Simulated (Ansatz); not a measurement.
Ansatz results at the PBE0-D4/def2-TZVP geometry: LUMO energy (B3LYP/def2-TZVPP) -0.98 eV; HOMO energy (B3LYP/def2-TZVPP) -6.06 eV; LUMO energy (PBE/def2-TZVPP) -1.78 eV.

Each molecule was computed in one conformer, which needn't be the lowest.

Q: Which molecule gave them?
A. `ClC=[Se]`
B. `C=C(N)[TeH]`
C. `C=NC[TeH]`
D. `C[Se]B1CO1`

A: C. The others give `C[Se]B1CO1`: -0.27, -6.90, -0.91; `C=C(N)[TeH]`: -0.89, -5.87, -1.48; `ClC=[Se]`: -3.10, -6.60, -3.72.

B3LYP here is the variant with VWN-RPA as its local correlation; programs differ in this.
